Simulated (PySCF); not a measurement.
Zr: excitation energy

Zr [Kr] 4d2 5s2 (3F) → Zr [Kr] 4d3 5s1 (5F), as a difference of total energies. Computed with PySCF 2.14 in def2-TZVPPD with the def2 core potential (28 electrons), with scalar relativity through the core potential. Correlated levels: valence: 4s2 4p6 frozen. The calculations carry no spin-orbit coupling.

```json
{"method": "UHF", "excitation energy (cm⁻¹)": "38.829", "error (cm⁻¹)": "-4700"}
{"method": "MP2 (valence)", "excitation energy (cm⁻¹)": "3908.9", "error (cm⁻¹)": "-830"}
{"method": "SCS-MP2 (valence)", "excitation energy (cm⁻¹)": "7705.8", "error (cm⁻¹)": "+2967"}
{"method": "CCSD (valence)", "excitation energy (cm⁻¹)": "4958.9", "error (cm⁻¹)": "+220"}
{"method": "CCSD(T) (valence)", "excitation energy (cm⁻¹)": "5434.5", "error (cm⁻¹)": "+696"}
```

Reference: 4738.5 cm⁻¹ (measured; NIST levels, between the centres of gravity of the two terms).

Errors of the correlated levels include the incompleteness of this basis and the frozen core.
